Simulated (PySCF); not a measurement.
**Exercise with solution: entropy of an ideal gas**

Mo(O)2(Br)(NH2) (BrH2MoNO2), SMILES [Br][Mo](=[O])([NH2])=[O], multiplicity 1.

Geometry: B3LYP-D3(BJ)/def2-SVP. The multiplicity is an assumed one; no other spin state was optimised. The structure was generated by enumeration; whether it is a known compound was not checked. The def2 effective core potentials stand for the cores of Mo; spin–orbit coupling is left out. The values are those of a single conformer.

PySCF 2.14.0 with B3LYP-D3(BJ)/def2-SVP gives the harmonic wavenumbers 146, 160, 214, 229, 296, 353, 385, 528, 651, 727, 1023, 1042, 1499, 3527, 3629 cm⁻¹ and the rotational temperatures 0.1756, 0.0557, 0.0542 K. The molar mass is 223.88 g/mol, the symmetry number 1, the spin multiplicity 1.

Work out the entropy at 298.15 K and 1 atm in the rigid-rotor, harmonic-oscillator model.


Translation (Sackur–Tetrode at 1 atm): S = R[1.5 ln M + 2.5 ln T − 1.16487] = 176.2 J/(mol K).
Rotation: q = (√π/σ) T^1.5/√(θA θB θC) = 396000, S = R[ln q + 3/2] = 119.6 J/(mol K).
Vibration: with u = 1.4388 ν/T, each mode gives R[u/(e^u − 1) − ln(1 − e^−u)]:
| ν (cm⁻¹) | modes | u | S (J/(mol K)) |
|---|---|---|---|
| 146 | 1 | 0.70 | 11.40 |
| 160 | 1 | 0.77 | 10.67 |
| 214 | 1 | 1.03 | 8.41 |
| 229 | 1 | 1.11 | 7.89 |
| 296 | 1 | 1.43 | 6.02 |
| 353 | 1 | 1.70 | 4.82 |
| 385 | 1 | 1.86 | 4.27 |
| 528 | 1 | 2.55 | 2.48 |
| 651 | 1 | 3.14 | 1.55 |
| 727 | 1 | 3.51 | 1.15 |
| 1023 | 1 | 4.94 | 0.36 |
| 1042 | 1 | 5.03 | 0.33 |
| 1499 | 1 | 7.23 | 0.05 |
The stiffer modes add less than 0.005 each. Sum 59.4 J/(mol K).
Spin: R ln 1 = 0.0 J/(mol K).
Total 355.3 J/(mol K); the program's own thermochemistry gives 355.3. Translation makes up 50 % and vibration 17 %. Anharmonicity, hindered rotation and orbital degeneracy are left out.
